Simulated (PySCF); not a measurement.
## Cd²⁺: excitation energy

Cd²⁺ [Kr] 4d10 (1S) → Cd²⁺ [Kr] 4d9 5p1 (high-spin determinant), as a difference of total energies. Computed with PySCF 2.14 in x2c-TZVPPall, with the spin-free X2C one-electron Hamiltonian (Gaussian nucleus). Correlated levels: valence and next inner shell: [Ar] 3d10 frozen. The calculations carry no spin-orbit coupling.

```
                                method  excitation energy (cm⁻¹)
                                   UHF                    131350
    MP2 (valence and next inner shell)                    139820
SCS-MP2 (valence and next inner shell)                    139140
   CCSD (valence and next inner shell)                    137300
CCSD(T) (valence and next inner shell)                    137370
```

The basis was made for the ground configuration and has no added diffuse functions, so the excitation energy can come out too high.

The determinant of the upper state mixes LS terms, which raises its energy above the lowest term, most at the Hartree-Fock and MP2 levels.
